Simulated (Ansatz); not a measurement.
## Abstraction of Br: C2H5BrMg + GeH3 → C2H5Mg + GeH3Br

Species: C2H5BrMg `C[CH2][Mg][Br]`, singlet; GeH3 `[GeH3]`, doublet; C2H5Mg `C[CH2][Mg]`, doublet; GeH3Br `[GeH3][Br]`, singlet. A radical takes Br: the energy is the difference in strength between the Mg–Br bond broken and the Ge–Br bond made.

Shapes, held fixed at every level: PBE0-D4/def2-TZVP. Programs: Ansatz 0.2.0. The zero-point and thermal change to 298 K, harmonic and unscaled (PBE0-D4/def2-TZVP), is +2.7 kJ/mol.

```json
{"level": "HF/def2-SVP", "kind": "Hartree–Fock", "ΔH(298 K) (kJ/mol)": "+79.0", "less CCSD(T)/def2-TZVPP": "+15.8"}
{"level": "r2SCAN0-D4/def2-TZVPP", "kind": "global hybrid", "ΔH(298 K) (kJ/mol)": "+67.8", "less CCSD(T)/def2-TZVPP": "+4.6"}
{"level": "wB97X-V/def2-TZVPP", "kind": "range-separated hybrid", "ΔH(298 K) (kJ/mol)": "+66.1", "less CCSD(T)/def2-TZVPP": "+2.9"}
{"level": "MP2/def2-TZVPP", "kind": "perturbation theory", "ΔH(298 K) (kJ/mol)": "+61.6", "less CCSD(T)/def2-TZVPP": "-1.6"}
{"level": "CCSD(T)/def2-SVP", "kind": "coupled cluster or CI", "ΔH(298 K) (kJ/mol)": "+81.1", "less CCSD(T)/def2-TZVPP": "+17.9"}
{"level": "CCSD/def2-SVP", "kind": "coupled cluster or CI", "ΔH(298 K) (kJ/mol)": "+83.3", "less CCSD(T)/def2-TZVPP": "+20.1"}
{"level": "CCSD(T)/def2-TZVPP", "kind": "coupled cluster or CI", "ΔH(298 K) (kJ/mol)": "+63.2", "less CCSD(T)/def2-TZVPP": "0.0"}
```

The highest level, CCSD(T)/def2-TZVPP, gives ΔH(298 K) = +63.2 kJ/mol; the levels span +61.6 to +83.3. The column of differences is taken from that level and isn't an error. No measured value is set beside it here. Open shells run unrestricted unless RO is named. Relativity is left out for Br, Ge unless named. Correlated rows may include outer-core shells of Br, Ge, Mg, which these sets cover unevenly.
